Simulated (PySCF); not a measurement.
C₄H₆F₃N.
Atom-mapped SMILES: `[NH2:1][CH2:2][CH2:3][C:4]([F:5])=[C:6]([F:7])[F:8]` (hydrogens: H9, H10 on N1; H11, H12 on C2; H13, H14 on C3)

The geometry is computed with GFN2-xTB (gas phase).

Task: Give the optimised bond lengths and angles.

Result: 
| bond | length (pm) | order |
| --- | --- | --- |
| N1–C2 | 144.0 | single |
| C2–C3 | 155.3 | single |
| C3–C4 | 148.9 | single |
| C4–F5 | 134.8 | single |
| C4=C6 | 132.7 | double |
| C6–F7 | 133.1 | single |
| C6–F8 | 132.5 | single |
| N1–H9, N1–H10 | 101.4 | single |
| C2–H11, C2–H12 | 109.3 | single |
| C3–H13, C3–H14 | 109.2 | single |

Bonds in one row agree within 1 pm and their mean is given. Orders are formal, as drawn. A selection of angles:
| angle | degrees |
| --- | --- |
| C2–N1–H9 | 111.2 |
| H9–N1–H10 | 108.4 |
| N1–C2–C3 | 114.4 |
| N1–C2–H11 | 108.0 |
| C3–C2–H11 | 108.9 |
| H11–C2–H12 | 108.4 |
| C2–C3–C4 | 111.0 |
| C2–C3–H13 | 109.8 |
| C4–C3–H13 | 109.3 |
| H13–C3–H14 | 109.2 |
| C3–C4–F5 | 115.6 |
| C3–C4–C6 | 125.9 |
| F5–C4–C6 | 118.5 |
| C4–C6–F7 | 122.7 |
| C4–C6–F8 | 126.6 |
| F7–C6–F8 | 110.7 |
| H10–N1–C2 | 111.2 |

Torsions: N1–C2–C3–C4 -179° (antiperiplanar); C2–C3–C4–F5 73° (synclinal); C3–C4–C6–F7 -3° (synperiplanar). The mirror-image conformer, all signs reversed, is as good.

The C–F distances run from 1.325 Å (C6–F8, drawn single) to 1.348 Å (C4–F5, drawn single), a spread of 0.023 Å. N1 (primary amine nitrogen) is pyramidal (angles 111.2°, 111.2° and 108.4°, sum 330.8°, 0.36 Å off the plane of its three neighbours). The 3 C–C bonds span 1.327 Å (C4=C6, drawn double) to 1.553 Å (C2–C3, drawn single), a spread of 0.226 Å. Of the pairs four or more bonds apart, F7···H13 is among the closest relative to their van der Waals radii: 2.53 Å, 95 % of the sum of Bondi's values.

Point group: C1 (no symmetry element, even within 0.4 Å). Whether it is a minimum is left open (no frequencies). The numbers are those of one conformer (H–N1–C2–C3 61° and -60°, N1–C2–C3–C4 -179°, C2–C3–C4–F5 73°).
